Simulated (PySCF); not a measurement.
# C²⁺ (carbon, charge +2) across methods

[He] 2p2, high-spin 3P determinant (an excited configuration). All numbers are calculated (PySCF 2.14, scalar relativity by spin-free X2C-1e, in ANO-RCC-VTZP).

```tsv
method	E (hartree)	mean ε 1s α (eV)	mean ε 1s β (eV)	mean ε 2p α (eV)	Σ⟨r²⟩ (bohr²)	⟨S²⟩
BP86	-35.9997	-307.57	-306.35	-32.862	4.411	2.000
BHandHLYP	-35.9724	-325.59	-324.23	-35.861	4.419	2.000
PBE0	-35.9499	-316.21	-314.75	-34.468	4.426	2.000
wB97M-V	-35.9968	-319.17	-317.99	-36.799	4.462	2.000
PBE	-35.9579	-307.18	-305.81	-32.835	4.424	2.000
LDA	-35.6302	-304.30	-302.87	-32.647	4.442	2.000
revPBE	-36.0073	-307.42	-306.18	-32.842	4.422	2.000
UHF	-35.85710	-342.56	-340.86	-38.910	4.475	2.000
r2SCAN	-35.9818	-311.15	-309.76	-33.275	4.396	2.000
```
